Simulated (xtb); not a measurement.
C2H9BS, SMILES [BH3]<-S(C)C (connectivity only; charge and spin as stated), neutral, multiplicity 1. All values are semi-empirical tight-binding results from xtb (GFN2-xTB unless named), good for trends rather than for accurate numbers. Geometry optimised at GFN2-xTB. The isomer is the one that the SMILES or the coordinates give; other isomers of the formula were not compared. The values are those of a single conformer.

Computed properties:
```
Item                                             Result
----------------------------------------  -------------
point group as xtb finds it                          Cs
orbital gap                                     4.49 eV
zero-point energy                         66.0 kcal/mol
G − E(el) at 298.15 K (modified RRHO)     47.2 kcal/mol
static polarisability (D4 model)             67.7 bohr³
solvation energy, GFN2-xTB/ALPB(water)    -8.3 kcal/mol
solvation energy, GFN2-xTB/ALPB(toluene)  -7.1 kcal/mol
```
